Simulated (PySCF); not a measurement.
## Molecular orbitals of SnF

B2PLYP at R = 1.958 Å; basis Sn def2-TZVPPD with ECP28, F def2-TZVPPD; scalar-relativistic core potentials; PySCF 2.14. State: ²Π (doublet), unpaired electrons π ↑. Only the outer orbitals are listed, counted within each symmetry, core potentials removing the inner ones.

```csv
spin,orbital,occ.,ε (eV),on Sn (%),main shells (%)
α,6σ,1,-15.04,49,"50 F p, 47 Sn s"
α,3π,1,-12.76,4,96 F p
α,3π,1,-12.52,3,96 F p
α,7σ,1,-11.00,65,"51 Sn s, 36 F p, 12 Sn p"
α,4π,1,-5.70,101,100 Sn p
α,4π,0,-2.03,102,101 Sn p
β,6σ,1,-14.57,37,"61 F p, 35 Sn s"
β,3π,1,-12.49,3,96 F p
β,3π,1,-12.35,3,97 F p
β,7σ,1,-10.32,76,"63 Sn s, 25 F p, 12 Sn p"
β,4π,0,-1.81,101,100 Sn p
β,4π,0,-1.00,101,100 Sn p
```

Which are the highest filled and the lowest empty level, where do they sit, and how wide is the gap?

Highest filled α 4π at -5.70 eV (in %: 100 Sn p); lowest empty α 4π at -2.03 eV (in %: 101 Sn p); the gap at B2PLYP is 3.67 eV. Both belong to one degenerate shell, split only by its one-sided filling, so this is no excitation gap.

The bond order (Mayer) is 0.47 and the ⟨S²⟩ is 0.756. The charge on Sn (Mulliken, basis-dependent) is 0.56. The charge on Sn (Löwdin, basis-dependent) is 0.77. The dipole moment (positive dipole means Sn(−)F(+)) is -2.92 D.

Shares are Mulliken populations and can fall outside 0 to 100 %.

Correlated steps freeze 5 core orbitals. Spin–orbit coupling is left out. B2PLYP dipoles, levels and charges come from its SCF part alone. The state was picked by a PBE0 search and need not be the measured ground state.
